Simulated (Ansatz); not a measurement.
Stepwise reaction of `C=C[SiH](Cl)C=C` with hydrogen chloride, as a gas-phase model of exchange steps in deposition or etching. ΔE in kJ/mol.

Gas-phase electronic energies from Ansatz, PBE0-D4/def2-TZVP geometries. CBS: MP2 limit from def2 TZ/QZ plus the TZ coupled-cluster correction, frozen cores. This one scheme is used for every species. Functionals use def2-TZVPP. B3LYP here is the variant with VWN-RPA as its local correlation; programs differ in this. One conformer a species, not always the lowest.

```tsv
step	reaction	PBE-D4	B3LYP-D4	ωB97M-V	CCSD(T)/CBS
2	`C=C[SiH](Cl)Cl` + HCl → `Cl[SiH](Cl)Cl` + `C=C`	-82.2	-84.1	-86.1	-84.2
```

Task: Give the row of step 1, `C=C[SiH](Cl)C=C` + HCl → `C=C[SiH](Cl)Cl` + `C=C`. (An estimate is asked.)

Result: Ansatz gave: 
```tsv
step	reaction	PBE-D4	B3LYP-D4	ωB97M-V	CCSD(T)/CBS
1	`C=C[SiH](Cl)C=C` + HCl → `C=C[SiH](Cl)Cl` + `C=C`	-91.9	-94.3	-95.9	-93.8
```

Task: By hand: ΔE of the 2 steps together at CCSD(T)/CBS.

Result: (-93.8) + (-84.2) = -178.0 kJ/mol, or -89.0 kJ/mol a step.

In ΔE each step is higher than the one before. All are downhill at CCSD(T)/CBS. PBE-D4 differs from CCSD(T)/CBS by 1.9 to 2.0 kJ/mol a step. Isolated molecules leave out the surface, adducts and barriers. Largest T1 diagnostic: 0.011.
